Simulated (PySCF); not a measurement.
Adding and removing an electron: SiTe

B3LYP; Si x2c-SVPall, Te x2c-SVPall; spin-free X2C with a Gaussian nucleus (PySCF 2.14). Neutral (UKS): singlet (closed shell), Re = 2.287 Å, ωe = 486 cm⁻¹, De = 4.63 eV, HOMO -6.88 eV, LUMO -2.61 eV.

SiTe⁺ (UKS): doublet (π ↑), Re = 2.437 Å, ωe = 390 cm⁻¹, De = 3.57 eV to Si⁺ + Te. The energies at the minima are -7083.08220 hartree for SiTe and -7082.74609 for SiTe⁺.

**Question.** Work out the adiabatic ionisation energy, without and with harmonic zero-point energies (1 hartree = 27.2114 eV, 1 eV = 8065.5 cm⁻¹), and the change of the bond length.

**Answer.** At B3LYP: 0.33611 hartree = 9.146 eV between the minima; the zero-point term (390.0 − 486.0)/2 cm⁻¹ = -0.006 eV makes it 9.140 eV. Re changes by +15.0 pm against the neutral. Minus the HOMO energy is 6.88 eV, -2.27 eV from the value between the minima; self-interaction puts the Kohn–Sham level too high, less so with exact exchange. The electron leaves a π orbital, and the longer bond of the ion fits a bonding orbital, or a change in how ionic the bond is.

These are scalar-relativistic numbers at best; spin–orbit coupling would shift them, the dissociation energy most. For an ion De counts to the pair picked by the measured ionisation energies or electron affinities, which need not be the lowest pair at this level. States were picked by a PBE0 search and need not be the measured ground states.
